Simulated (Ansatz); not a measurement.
CH$_{8}$Si$_{3}$, SMILES `[SiH3]C1[SiH2][SiH2]1`, relaxed with RKS PBE0-D4/def2-TZVP in Ansatz 0.2.0 from a PBE-D4/def2-SVP geometry. The force threshold is 0.005 eV/Å; the program also tests the step.

Total charge 0; spin multiplicity 1.

Start:

```xyz
12

Si   -0.858   -1.108    1.086
C    -0.155    0.539    0.514
Si    0.002    0.825   -1.305
Si    1.830    0.715    0.448
H    -0.372   -1.458    2.470
H    -2.365   -1.081    1.126
H    -0.415   -2.190    0.137
H    -0.614    1.398    1.044
H    -0.560    2.095   -1.867
H    -0.102   -0.344   -2.229
H     2.023   -0.683   -0.194
H     1.586    1.293   -1.229
```

```csv
step,energy (eV),largest force (eV/Å),largest move (Å)
1,-24788.7636,0.444,0.000
2,-24788.8063,0.218,0.046
3,-24788.8121,0.079,0.031
4,-24788.8131,0.022,0.011
5 (rejected),-24788.8125,0.070,0.067
6,-24788.8141,0.023,0.032
7,-24788.8151,0.065,0.100
8,-24788.8157,0.024,0.016
9,-24788.8159,0.014,0.012
10,-24788.8160,0.016,0.018
11,-24788.8160,0.007,0.008
12,-24788.8160,0.006,0.003
13,-24788.8161,0.001,0.001
```

End:

```xyz
12

Si   -0.836   -1.090    1.055
C    -0.200    0.561    0.493
Si    0.024    0.814   -1.300
Si    1.757    0.731    0.508
H    -0.204   -1.504    2.339
H    -2.309   -1.061    1.268
H    -0.514   -2.115    0.027
H    -0.678    1.404    0.993
H    -0.508    2.061   -1.895
H    -0.080   -0.354   -2.198
H     1.960   -0.668   -0.078
H     1.588    1.221   -1.212
```

Run time 38 s (4 threads of an Arm Neoverse V2 on a shared host); peak host memory 0.52 GiB.
